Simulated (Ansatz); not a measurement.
The cluster Ga₉P₉, 18 atoms. Hardware: 2 threads of AMD EPYC 7R13 on a shared host and a share (18 GiB) of an NVIDIA H100 80GB HBM3.

Correlated methods freeze 126 core orbitals; core or outer-core shells of Ga are correlated, in sets that lack core-valence functions. Single mean-field runs in def2-SVP, def2-TZVP are fitted with def2-universal-jkfit.

(1) How many basis functions does each of these Ansatz runs have, and roughly what does it cost? PBE-D4/def2-SVP, charge 0 singlet, energy and forces, from earlier orbitals; PBE-D4/def2-SVP, charge 0 singlet, relaxation, 19 steps; PBE-D4/def2-TZVP, charge 0 singlet, energy, from earlier orbitals; RPA@PBE/def2-SVP, charge 0 singlet, energy, from earlier orbitals; PBE0-D4/def2-TZVP, charge 0 singlet, energy, from earlier orbitals; r2SCAN-D4/def2-SVP, charge 0 singlet, energy, from earlier orbitals; MP2/def2-SVP, charge 0 singlet, energy, from earlier orbitals; r2SCANh-D4/def2-SVP, charge 0 singlet, energy, from earlier orbitals; PBE0-D4/def2-SVP, charge 0 singlet, energy, from earlier orbitals.

Answers

(1) Other jobs shared the machine, so times can vary by a factor of up to 3.

```csv
run,functions,fitting or Cholesky vectors,wall time,peak host memory (GiB)
"r2SCAN-D4/def2-SVP, charge 0 singlet, energy, from earlier orbitals",450,3546,7.5 s,0.99
"PBE-D4/def2-TZVP, charge 0 singlet, energy, from earlier orbitals",765,3546,8 s,1.1
"r2SCANh-D4/def2-SVP, charge 0 singlet, energy, from earlier orbitals",450,3546,9 s,1
"PBE-D4/def2-SVP, charge 0 singlet, energy and forces, from earlier orbitals",450,3546,11 s,1
"PBE0-D4/def2-SVP, charge 0 singlet, energy, from earlier orbitals",450,3546,13 s,0.97
"PBE0-D4/def2-TZVP, charge 0 singlet, energy, from earlier orbitals",765,3546,15 s,1.1
"MP2/def2-SVP, charge 0 singlet, energy, from earlier orbitals",450,4293,15 s,1.1
"RPA@PBE/def2-SVP, charge 0 singlet, energy, from earlier orbitals",450,4293,15 s,2.8
"PBE-D4/def2-SVP, charge 0 singlet, relaxation, 19 steps",450,3546,87 s,1
```
